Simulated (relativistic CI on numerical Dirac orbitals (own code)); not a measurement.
Electric-dipole lines of Pt5+

Computed by Dirac-Coulomb-Breit CI, separate exchange-only KLI orbitals for each configuration, a model potential for QED, valence Slater integrals scaled by 0.85, P86 correlation energy added to each configuration (own radial code, finite nucleus).

Configuration list (outside the closed core [Kr] 4d10 4f14): 5s²5p⁶5d⁵, 5s²5p⁶5d⁴6s, 5s²5p⁶5d⁴5f, 5s²5p⁶5d⁴6p, 5s²5p⁶5d⁴5g, 5s²5p⁵5d⁶, 5s²5p⁶5d⁴6d, 5s²5p⁶5d⁴7s, 5s²5p⁶5d³6s6p, 5s²5p⁶5d⁴7p, 5s²5p⁶5d⁴6f, 5s²5p⁶5d⁴7d, 5s²5p⁶5d⁴8s, 5s²5p⁶5d⁴8p, 5s²5p⁶5d³5f6s, 5s²5p⁶5d⁴7f, 5s5p⁶5d⁶, 5s²5p⁶5d³6p6d, 5s²5p⁵5d⁵6s, 5s5p⁶5d⁵5f, 5s²5p⁶5d³6s², 5s²5p⁶5d²5f6s², 5s²5p⁶5d²6s²6p, 5s²5p⁶5d²5g6s², 5s²5p⁶5d²6s²6d, 5s²5p⁶5d³6p², 5s²5p⁶5d²6s6p², 5s²5p⁶5d²5f6p², 5s²5p⁶5d²6p³, 5s²5p⁶5d²5g6p², 5s²5p⁶5d²6p²6d. Double excitations out of closed p, d and f shells are left out; levels of such configurations are missing from the list, as are those of other unlisted configurations, and high levels can miss mixing partners.

| λ vac (nm) | Lower | Upper | A (s⁻¹) | E lower (cm⁻¹) | E upper (cm⁻¹) |
| --- | --- | --- | --- | --- | --- |
| 28.387 | 5s²5p⁶5d⁵ ⁶S5/2 [1] | 5s²5p⁶5d³6s6p ⁶F°7/2 [398] | 1.28e+10 | 0 | 352279 |
| 28.474 | 5s²5p⁶5d⁵ ⁶S5/2 [1] | 5s²5p⁶5d⁴5f ⁴G°5/2 [394] | 6.50e+09 | 0 | 351192 |
| 28.475 | 5s²5p⁶5d⁵ ⁶S5/2 [1] | 5s²5p⁶5d³6s6p ⁶D°7/2 [393] | 8.22e+09 | 0 | 351191 |
| 28.529 | 5s²5p⁶5d⁵ ⁶S5/2 [1] | 5s²5p⁶5d³6s6p ⁶D°5/2 [389] | 1.66e+10 | 0 | 350520 |
| 28.660 | 5s²5p⁶5d⁵ ⁶S5/2 [1] | 5s²5p⁶5d⁴5f ⁶F°7/2 [380] | 1.09e+10 | 0 | 348921 |
| 28.709 | 5s²5p⁶5d⁵ ⁶S5/2 [1] | 5s²5p⁶5d⁴5f ⁴D°7/2 [377] | 1.71e+10 | 0 | 348320 |
| 29.823 | 5s²5p⁶5d⁵ ⁶S5/2 [1] | 5s²5p⁶5d⁴5f ⁶H°7/2 [314] | 4.08e+09 | 0 | 335307 |
| 45.508 | 5s²5p⁶5d⁵ ⁴G11/2 [5] | 5s²5p⁶5d⁴6p ⁴G°9/2 [155] | 2.29e+09 | 25890 | 245634 |
| 45.722 | 5s²5p⁶5d⁵ ⁶S5/2 [1] | 5s²5p⁶5d⁴6p ⁶P°3/2 [110] | 5.62e+09 | 0 | 218713 |
| 45.722 | 5s²5p⁶5d⁵ ⁴D7/2 [9] | 5s²5p⁶5d⁴6p ⁴P°5/2 [172] | 6.07e+09 | 33003 | 251715 |
| 45.781 | 5s²5p⁶5d⁵ ⁴G9/2 [7] | 5s²5p⁶5d⁴6p ⁴G°9/2 [155] | 3.98e+09 | 27201 | 245634 |
| 45.926 | 5s²5p⁶5d⁵ ⁴G11/2 [5] | 5s²5p⁶5d⁴6p ²H°11/2 [151] | 2.02e+09 | 25890 | 243630 |
| 45.994 | 5s²5p⁶5d⁵ ²I13/2 [17] | 5s²5p⁶5d⁴6p ⁴G°11/2 [195] | 3.91e+09 | 42256 | 259676 |
| 46.183 | 5s²5p⁶5d⁵ ²I13/2 [17] | 5s²5p⁶5d⁴6p ²H°11/2 [193] | 8.64e+09 | 42256 | 258785 |
| 46.292 | 5s²5p⁶5d⁵ ²I11/2 [12] | 5s²5p⁶5d⁴6p ²H°9/2 [180] | 3.43e+09 | 38171 | 254191 |
| 46.486 | 5s²5p⁶5d⁵ ²G9/2 [16] | 5s²5p⁶5d⁴6p ²F°7/2 [187] | 6.34e+09 | 41300 | 256417 |
| 46.580 | 5s²5p⁶5d⁵ ²I11/2 [12] | 5s²5p⁶5d⁴6p ²H°9/2 [176] | 8.26e+09 | 38171 | 252855 |
| 46.706 | 5s²5p⁶5d⁵ ⁴G11/2 [5] | 5s²5p⁶5d⁴6p ⁴F°9/2 [145] | 8.09e+09 | 25890 | 239996 |
| 46.780 | 5s²5p⁶5d⁵ ⁶S5/2 [1] | 5s²5p⁶5d⁴6p ⁶P°7/2 [108] | 5.57e+09 | 0 | 213765 |
| 46.867 | 5s²5p⁶5d⁵ ²I11/2 [12] | 5s²5p⁶5d⁴6p ²H°11/2 [171] | 4.79e+09 | 38171 | 251543 |
| 46.871 | 5s²5p⁶5d⁵ ⁴G7/2 [3] | 5s²5p⁶5d⁴6p ⁴D°5/2 [140] | 3.67e+09 | 24304 | 237654 |
| 46.981 | 5s²5p⁶5d⁵ ⁴G9/2 [7] | 5s²5p⁶5d⁴6p ⁴D°7/2 [146] | 3.18e+09 | 27201 | 240053 |
| 47.243 | 5s²5p⁶5d⁵ ⁴G9/2 [7] | 5s²5p⁶5d⁴6p ⁴F°7/2 [142] | 5.91e+09 | 27201 | 238874 |
| 47.259 | 5s²5p⁶5d⁵ ⁴G5/2 [2] | 5s²5p⁶5d⁴6p ²D°3/2 [122] | 9.24e+09 | 17595 | 229195 |
| 47.276 | 5s²5p⁶5d⁵ ⁶S5/2 [1] | 5s²5p⁶5d⁴6p ⁶P°5/2 [107] | 4.61e+09 | 0 | 211523 |
| 47.283 | 5s²5p⁶5d⁵ ²I13/2 [17] | 5s²5p⁶5d⁴6p ²I°13/2 [179] | 6.41e+09 | 42256 | 253750 |
| 47.347 | 5s²5p⁶5d⁵ ⁴G7/2 [3] | 5s²5p⁶5d⁴6p ²F°7/2 [138] | 2.48e+09 | 24304 | 235511 |
| 47.350 | 5s²5p⁶5d⁵ ⁴G5/2 [2] | 5s²5p⁶5d⁴6p ⁴G°5/2 [121] | 5.03e+09 | 17595 | 228786 |
| 47.353 | 5s²5p⁶5d⁵ ²H11/2 [27] | 5s²5p⁶5d⁴6p ²H°11/2 [228] | 4.38e+09 | 59395 | 270573 |
| 47.453 | 5s²5p⁶5d⁵ ⁴D7/2 [9] | 5s²5p⁶5d⁴6p ⁴F°9/2 [152] | 3.42e+09 | 33003 | 243735 |
| 47.557 | 5s²5p⁶5d⁵ ²F7/2 [14] | 5s²5p⁶5d⁴6p ²F°7/2 [164] | 4.51e+09 | 39160 | 249436 |
| 47.903 | 5s²5p⁶5d⁵ ⁴G7/2 [3] | 5s²5p⁶5d⁴6p ⁴F°5/2 [132] | 2.72e+09 | 24304 | 233059 |
| 48.081 | 5s²5p⁶5d⁵ ⁴G11/2 [5] | 5s²5p⁶5d⁴6p ⁶F°11/2 [133] | 4.34e+09 | 25890 | 233872 |
| 48.135 | 5s²5p⁶5d⁵ ⁴G5/2 [6] | 5s²5p⁶5d⁴6p ⁴F°7/2 [134] | 2.33e+09 | 26403 | 234154 |
| 48.313 | 5s²5p⁶5d⁵ ⁴G5/2 [2] | 5s²5p⁶5d⁴6p ⁴H°7/2 [115] | 1.69e+09 | 17595 | 224577 |
| 48.434 | 5s²5p⁶5d⁵ ⁴D3/2 [4] | 5s²5p⁶5d⁴6p ⁴P°1/2 [126] | 8.09e+09 | 24942 | 231409 |
| 49.096 | 5s²5p⁶5d⁵ ⁴G11/2 [5] | 5s²5p⁶5d⁴6p ²I°13/2 [123] | 1.18e+09 | 25890 | 229572 |
| 49.133 | 5s²5p⁶5d⁵ ⁴G7/2 [3] | 5s²5p⁶5d⁴6p ⁴H°9/2 [120] | 1.92e+09 | 24304 | 227834 |
| 49.422 | 5s²5p⁶5d⁵ ⁴G5/2 [2] | 5s²5p⁶5d⁴6p ⁴H°7/2 [111] | 1.57e+09 | 17595 | 219936 |
| 75.995 | 5s²5p⁶5d⁴6p ⁴F°9/2 [105] | 5s²5p⁶5d⁴6d ⁶G11/2 [340] | 5.43e+09 | 211211 | 342798 |
| 95.965 | 5s²5p⁶5d⁴6s ⁶D5/2 [40] | 5s²5p⁶5d⁴6p ⁶D°7/2 [124] | 2.05e+09 | 125383 | 229587 |
| 97.980 | 5s²5p⁶5d⁴6s ⁴H11/2 [49] | 5s²5p⁶5d⁴6p ⁴I°13/2 [170] | 2.14e+09 | 149465 | 251527 |
| 99.202 | 5s²5p⁶5d⁴6s ⁴H13/2 [56] | 5s²5p⁶5d⁴6p ⁴I°15/2 [177] | 2.62e+09 | 152352 | 253156 |
| 100.01 | 5s²5p⁶5d⁴6s ²I13/2 [74] | 5s²5p⁶5d⁴6p ²K°15/2 [225] | 2.54e+09 | 169524 | 269517 |
| 100.73 | 5s²5p⁶5d⁴6s ⁴G11/2 [68] | 5s²5p⁶5d⁴6p ⁴H°13/2 [212] | 2.03e+09 | 165924 | 265200 |

Terms are leading LS components. Brackets give the number of a level in order of energy, since labels repeat. The list gives strong lines, with weight on those to low levels, without lines whose two gauges differ by over a factor of 2.5, among the lowest 400 of 10021 levels, so that lines to higher ones, which can be the strongest, are missing. Levels whose partners in the same complex of configurations lie outside the list can be far off, and so can their lines. Rates are taken at the computed energies, electric ones in the length gauge.

At this charge configurations can still be misplaced by up to about 7 % of their energy. Levels and lines within the n = 5 or 6 shells can be off by up to 10 % or somewhat more, and those that change n by about 2 %, since core polarisation is missing.

LS names give the leading component of a level, which can be under half, so a name can repeat, a term be missing and a line seem to break the LS rules.
